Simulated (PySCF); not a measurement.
Several molecules and their computed UV-vis stick spectra, shuffled. Computed with PySCF, TDDFT wB97X-D/def2-SVPD, vertical, gas phase, core orbitals frozen in the response. Geometries: GFN2-xTB; one conformer of each isolated species. Triplets are in the Tamm–Dancoff approximation. Ions are computed without counter-ions or solvent.

A. `OC[n+]1ccoc1F`
B. `CC(C1[PH2+]C=1)C`
C. `C#CC[PH2+]CC`
D. `C[C@@H](N)CN`

Lowest singlet levels (six at most, fewer where fewer were computed) with oscillator strengths:

1. 193 nm (f 0.000); 183 nm (f 0.022); 178 nm (f 0.000); 167 nm (f 0.009); 166 nm (f 0.004); 157 nm (f 0.007); T1 5.46 eV
2. 186 nm (f 0.013); 185 nm (f 0.044); 166 nm (f 0.019); 160 nm (f 0.012); 158 nm (f 0.019); 155 nm (f 0.004); T1 6.49 eV
3. 197 nm (f 0.116); 171 nm (f 0.005); 163 nm (f 0.128); 155 nm (f 0.003); 152 nm (f 0.025); 142 nm (f 0.006); T1 4.48 eV
4. 229 nm (f 0.000); 190 nm (f 0.175); 183 nm (f 0.035); 178 nm (f 0.011); 172 nm (f 0.052); 171 nm (f 0.048); T1 4.80 eV

**Question.** Which spectrum belongs to which structure?

**Answer.** 1 = C, 2 = D, 3 = A, 4 = B.
- A: S1 at 6.28 eV, HOMO→LUMO (97%); Löwdin shares by element: HOMO carbon 70% or more, nitrogen 10% (atoms not listed hold the other 20%); LUMO carbon 34% or more, oxygen 20% or more, nitrogen 20%, fluorine 10%; HOMO -15.09 and LUMO -4.39 eV.
- B: S1 at 5.42 eV, HOMO→LUMO (88%); Löwdin shares by element: HOMO carbon 69% or more (atoms not listed hold the other 31%); LUMO carbon 44% or more, phosphorus 28%, hydrogen 7% or more (atoms not listed hold the other 21%); HOMO -15.54 and LUMO -4.93 eV.
- C: S1 at 6.42 eV, HOMO→LUMO (44%), HOMO→LUMO+2 (22%), HOMO→LUMO+6 (10%); Löwdin shares by element: HOMO carbon 91% or more; LUMO phosphorus 33%, hydrogen 18% or more, carbon 13% or more (atoms not listed hold the other 36%); HOMO -14.20 and LUMO -2.75 eV.
- D: S1 at 6.65 eV, HOMO→LUMO (47%), HOMO→LUMO+1 (30%), HOMO→LUMO+2 (11%); Löwdin shares by element: HOMO nitrogen 61% or more, carbon 20% or more, hydrogen 6% or more; LUMO carbon 39%, hydrogen 10% or more (atoms not listed hold the other 52%); HOMO -8.56 and LUMO 2.29 eV.
A and C have S1 within 0.14 eV of each other; their strongest listed levels stand at 7.62 eV (f 0.128) and 6.78 eV (f 0.022).
